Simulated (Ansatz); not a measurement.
A nudged elastic band was laid between two geometries of Cl3Zn (4 atoms, charge 0, multiplicity 2).

All numbers below come from Ansatz, UKS r2SCAN-D4/def2-SVP.

```yaml
movable_images: 7
climbing_image: yes
spring: 5.0 eV/Å²
optimiser: quadratic models (default)
start_path: straight line
force_threshold: 0.05 eV/Å
iteration_limit: 60
end_points: relaxed
```

Initial state:

```xyz
4
Properties=species:S:1:pos:R:3
Zn -0.059 -0.090 0.915
Cl 0.952 1.462 2.219
Cl -0.400 -0.614 -1.092
Cl -0.493 -0.758 3.038
```

Final state:

```xyz
4
Properties=species:S:1:pos:R:3
Zn -0.086 -0.132 0.021
Cl 0.057 0.088 2.102
Cl -0.228 -0.351 -2.049
Cl 0.257 0.395 5.007
```

Q: Which bonds break or form, and what moves?

A: Bonds broken: Zn1–Cl4. Cl3Zn becomes Cl + Cl2Zn.

Q: Give the energies along the band, and the barrier.

A: The run converged. The highest image is number 8 of 0 to 8, 24.0 kcal/mol above the first end and 0.0 kcal/mol above the last; the last end lies 24.0 kcal/mol above the first. The highest image is an end point: on this band no image between the ends rises above it.

```json
{"image": "0", "path coordinate (Å)": "0.00", "energy (kcal/mol)": "0.0", "Zn1–Cl4 (Å)": "2.27"}
{"image": "1", "path coordinate (Å)": "0.48", "energy (kcal/mol)": "8.9", "Zn1–Cl4 (Å)": "2.79"}
{"image": "2", "path coordinate (Å)": "0.96", "energy (kcal/mol)": "16.2", "Zn1–Cl4 (Å)": "3.37"}
{"image": "3", "path coordinate (Å)": "1.43", "energy (kcal/mol)": "18.9", "Zn1–Cl4 (Å)": "3.86"}
{"image": "4", "path coordinate (Å)": "1.91", "energy (kcal/mol)": "20.2", "Zn1–Cl4 (Å)": "4.24"}
{"image": "5", "path coordinate (Å)": "2.39", "energy (kcal/mol)": "21.5", "Zn1–Cl4 (Å)": "4.56"}
{"image": "6", "path coordinate (Å)": "2.87", "energy (kcal/mol)": "22.9", "Zn1–Cl4 (Å)": "4.84"}
{"image": "7", "path coordinate (Å)": "3.35", "energy (kcal/mol)": "23.9", "Zn1–Cl4 (Å)": "5.02"}
{"image": "8", "path coordinate (Å)": "3.45", "energy (kcal/mol)": "24.0", "Zn1–Cl4 (Å)": "5.03"}
```

The band took 6 iterations and about 19 core-minutes.

Time of the run: 4.9 min on 4 threads of Arm Neoverse V1 (shared host), peak memory 0.28 GiB.
